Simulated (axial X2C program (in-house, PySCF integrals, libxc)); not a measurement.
**Nuclear properties of RbBr⁺**

Computed with an axial X2C code built on PySCF integrals: two-component X2C with atomic mean-field Coulomb and Gaunt terms, Gaussian nuclei, basis Rb dyall-cv3z, Br dyall-cv3z with contracted cores.

R = 3.559 Å (near the PBE0 minimum at charge 1 of the determinant lowest at the starting distance; the state shown can have its own minimum elsewhere).

Input and command:
```json
{"zs": [37, 35], "q": 1, "bas": ["dyall-cv3z", "dyall-cv3z"], "r0": 3.24, "levels": ["PBE0", "HF", "BP86", "PBE", "BHandHLYP"], "nst": 3}
```
```bash
python soeom.py task.json out
```

Keys: zs atomic numbers; q charge; bas basis sets; r0 starting distance in Å; levels methods; nst determinants followed.

Determinant lowest in the PBE0 search, Ω = 3/2 (⟨Sz⟩ = 0.50, ⟨Lz⟩ = 1.00 at PBE0), spin on the atoms Rb 0.00, Br 0.50:

| level | Eeff magnitude (GV/cm) | Ws magnitude Rb (kHz) | Ws magnitude Br (kHz) | A∥/gI Rb (MHz) | qzz Rb (a.u.) | A∥/gI Br (MHz) | qzz Br (a.u.) |
| --- | --- | --- | --- | --- | --- | --- | --- |
| PBE0 | 0.0795 | 0.00384 | 0.0166 | -1.34 | -0.20 | 618 | -4.83 |
| HF | 0.121 | 0.00501 | 0.0275 | -1.56 | -0.22 | 602 | -4.93 |
| BP86 | 0.0661 | 0.00328 | 0.0133 | -1.28 | -0.20 | 634 | -4.82 |
| PBE | 0.0698 | 0.00377 | 0.0138 | -1.49 | -0.22 | 621 | -4.79 |
| BHandHLYP | 0.0863 | 0.00429 | 0.018 | -1.43 | -0.22 | 631 | -4.92 |

Eeff is the effective electric field on the electron electric dipole moment in this Ω state and Ws the scalar–pseudoscalar constant of the nucleus named (defined with the proton number Z and per Ω); A∥ (defined per Ω) follows by multiplying with gI = μI/(I μN); qzz is the electric field gradient, eQq0 = 234.96 MHz × Q/barn × qzz. The operators were transformed with the bare-nucleus X2C matrices; with these basis sets, hyperfine constants and field gradients can be off by tens of per cent, and where levels differ in sign neither size nor sign is settled.

Question: With gI(85Rb) = 0.5412, Q(85Rb) = 0.276 barn, gI(79Br) = 1.4043, Q(79Br) = 0.3087 barn (g factors from the IAEA table of nuclear moments by Stone; Q from Pyykkö, Mol. Phys. 2018), turn the PBE0 values of the first state into constants in MHz.

Answer: A∥(85Rb) = -1.34 × 0.5412 = -0.725 MHz; eQq0(85Rb) = 234.96 × (0.276) × (-0.20) = -13 MHz; A∥(79Br) = 618 × 1.4043 = 868 MHz; eQq0(79Br) = 234.96 × (0.3087) × (-4.83) = -350 MHz.

Each state is one determinant with collinear spin. Unrestricted Hartree–Fock can overshoot spin polarisation at the nuclei. States lie within half an eV, so the first need not be the ground state. Further determinants of the search, some of them spin-mixed, are not shown.
